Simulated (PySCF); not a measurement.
Vertical excitation energies

Species: C6H6FNO.
Numbering: `[CH3:1][c:2]1[c:3]([F:4])[cH:5][cH:6][cH:7][n+:8]1[O-:9]` (hydrogens: H10, H11, H12 on C1; H13 on C5; H14 on C6; H15 on C7)

Level of theory: TDDFT B3LYP/def2-SVPD, vertical, gas phase, core orbitals frozen in the response (PySCF 2.14.0, density-fitted response routines). Isolated species at its GFN2-xTB geometry, gas phase.

```json
{"state": "S1", "E (eV)": "4.31", "ν̃ (cm⁻¹)": "34770", "f": "0.0001", "main configurations (H = HOMO, L = LUMO)": "H-1→L (99%)"}
{"state": "S2", "E (eV)": "4.48", "ν̃ (cm⁻¹)": "36100", "f": "0.010", "main configurations (H = HOMO, L = LUMO)": "H→L+1 (82%), H-2→L (18%)"}
{"state": "S3", "E (eV)": "4.95", "ν̃ (cm⁻¹)": "39890", "f": "0.180", "main configurations (H = HOMO, L = LUMO)": "H→L (91%)"}
{"state": "S4", "E (eV)": "5.27", "ν̃ (cm⁻¹)": "42520", "f": "0.0013", "main configurations (H = HOMO, L = LUMO)": "H-1→L+1 (99%)"}
{"state": "S5", "E (eV)": "5.83", "ν̃ (cm⁻¹)": "47010", "f": "0.272", "main configurations (H = HOMO, L = LUMO)": "H-2→L (78%), H→L+1 (16%)"}
{"state": "S6", "E (eV)": "5.96", "ν̃ (cm⁻¹)": "48090", "f": "0.0060", "main configurations (H = HOMO, L = LUMO)": "H→L+2 (97%)"}
{"state": "S7", "E (eV)": "6.12", "ν̃ (cm⁻¹)": "49330", "f": "0.0000", "main configurations (H = HOMO, L = LUMO)": "H→L+3 (98%)"}
{"state": "S8", "E (eV)": "6.60", "ν̃ (cm⁻¹)": "53230", "f": "0.339", "main configurations (H = HOMO, L = LUMO)": "H-2→L+1 (86%)"}
```

Triplets, Tamm–Dancoff:

| state | E (eV) | λ (nm) | main configurations (H = HOMO, L = LUMO) |
| --- | --- | --- | --- |
| T1 | 2.81 | 441.4 | H→L (97%) |
| T2 | 3.92 | 315.9 | H→L+1 (93%) |
| T3 | 4.00 | 310.3 | H-1→L (98%) |

The lowest singlet lies at 4.31 eV (288 nm, ultraviolet) and is dark (f under 0.0005); its leading configuration is HOMO-1→LUMO (99%). The most intense listed level is S8 at 6.60 eV (188 nm, f = 0.339), 2.29 eV above S1. It is the last of those listed, so stronger ones may follow. Löwdin shares by element: HOMO oxygen 45%, carbon 22% or more, nitrogen 12% (atoms not listed hold the other 20%); LUMO carbon 28% or more, nitrogen 22%, oxygen 17% (atoms not listed hold the other 33%). Weighted by f, the mean energy of these states is 5.94 eV. Orbital energies (eV): HOMO-3 -9.76, HOMO-2 -7.72, HOMO-1 -7.36, HOMO -6.44, LUMO -1.58, LUMO+1 -1.04, LUMO+2 0.37. The oscillator strengths of these states sum to 0.809; summed over the whole spectrum of an exact calculation they would give the number of electrons, 66 (Thomas–Reiche–Kuhn). Singlets were solved by full linear response, triplets in the Tamm–Dancoff approximation.
